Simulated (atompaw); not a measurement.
**An all-electron radial function and its pseudo partner (Ta (Z = 73))**

Columns: radius, all-electron u(r) and pseudo u(r) of the 6s shell (level -11.62 eV) of tantalum in the configuration [Kr] 4d10 4f14 5s2 5p6 5d3 6s1 6p0; PBE, scalar-relativistic, PAW (atompaw) scheme, atompaw 4.2.0.5.

| r (bohr) | all-electron | pseudo |
| --- | --- | --- |
| 0.106 | -0.0613 | -0.1123 |
| 0.212 | -0.0443 | -0.2171 |
| 0.317 | 0.1745 | -0.3066 |
| 0.423 | 0.1605 | -0.3765 |
| 0.529 | -0.0005 | -0.4214 |
| 0.635 | -0.1685 | -0.4388 |
| 0.740 | -0.2778 | -0.4279 |
| 0.846 | -0.3183 | -0.3900 |
| 0.952 | -0.2992 | -0.3281 |
| 1.058 | -0.2375 | -0.2466 |
| 1.163 | -0.1503 | -0.1522 |
| 1.269 | -0.0490 | -0.0490 |
| 1.375 | 0.0560 | 0.0561 |
| 1.481 | 0.1580 | 0.1580 |
| 1.587 | 0.2528 | 0.2528 |
| 1.692 | 0.3372 | 0.3372 |
| 1.798 | 0.4118 | 0.4118 |
| 1.904 | 0.4753 | 0.4753 |
| 2.010 | 0.5280 | 0.5280 |
| 2.115 | 0.5701 | 0.5701 |
| 2.221 | 0.6031 | 0.6031 |
| 2.327 | 0.6276 | 0.6276 |
| 2.433 | 0.6442 | 0.6442 |
| 2.538 | 0.6540 | 0.6540 |
| 2.644 | 0.6579 | 0.6579 |
| 2.750 | 0.6565 | 0.6565 |

How many radial nodes do the two functions have?

The all-electron 6s function has n − l − 1 = 5 (the table is too coarse to show those close to the nucleus); the pseudo-wave has 1, since 1 lower shell of the same l stays in the valence.

At about which radius was the pseudo-wave matched?

1.65 bohr. The columns agree to 0.0005 from 1.27 bohr on; several derivatives are matched, so the curves merge somewhat inside the radius.

Is the pseudo-wave norm-conserving?

No, it belongs to a PAW set: the norm inside the radius is not constrained, and the difference is carried by the augmentation charge.
